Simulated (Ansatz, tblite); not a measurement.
Forces on mer-VF3(H2O)3 (VO₃F₃H₆) at its r2SCAN-D4/def2-SVP geometry. Charge 0, multiplicity 3.

The xTB rows come from tblite.

GFN2-xTB (tblite), largest force 0.63 eV/Å:

```xyz
13
positions Å, forces eV/Å
V     0.223    0.208    0.006    0.106    0.160    0.021
F     0.861   -0.752   -1.407   -0.203    0.328    0.493
F    -1.011    0.586    1.358    0.442   -0.064   -0.332
F     1.234    1.693   -0.018   -0.177   -0.269   -0.018
O    -0.988   -1.624    0.177   -0.351   -0.120   -0.037
H    -1.343   -1.892   -0.682    0.059    0.039    0.076
H    -1.721   -1.284    0.716    0.174   -0.201   -0.091
O     1.837   -0.755    0.997    0.440   -0.083   -0.297
H     2.472   -0.022    1.057   -0.098   -0.025    0.138
H     2.101   -1.241    0.191   -0.075   -0.056    0.259
O    -1.259    1.366   -1.024   -0.257    0.407    0.245
H    -0.740    2.164   -1.221   -0.025   -0.148   -0.104
H    -1.666    1.553   -0.150   -0.034    0.032   -0.353
```

PBE-D4/def2-TZVP (Ansatz), largest force 0.73 eV/Å:

```
V -0.229 -0.167 0.112
F 0.221 -0.317 -0.552
F -0.272 0.110 0.447
F 0.427 0.598 0.010
O 0.121 -0.187 0.100
H -0.078 -0.108 -0.263
H -0.199 0.040 0.182
O -0.085 -0.116 0.182
H 0.192 0.220 0.119
H 0.096 -0.235 -0.172
O -0.097 -0.107 -0.180
H 0.131 0.211 -0.176
H -0.228 0.059 0.193
```

PBE0-D4/def2-TZVP (Ansatz), largest force 0.52 eV/Å:

```
V -0.183 -0.167 0.100
F 0.080 -0.101 -0.287
F -0.041 0.030 0.184
F 0.211 0.285 0.013
O -0.433 0.067 -0.108
H 0.145 0.022 0.221
H 0.216 -0.174 -0.100
O 0.317 0.124 -0.365
H -0.166 -0.205 0.109
H -0.064 0.035 0.318
O 0.095 0.381 0.341
H -0.176 -0.248 -0.086
H 0.000 -0.048 -0.339
```
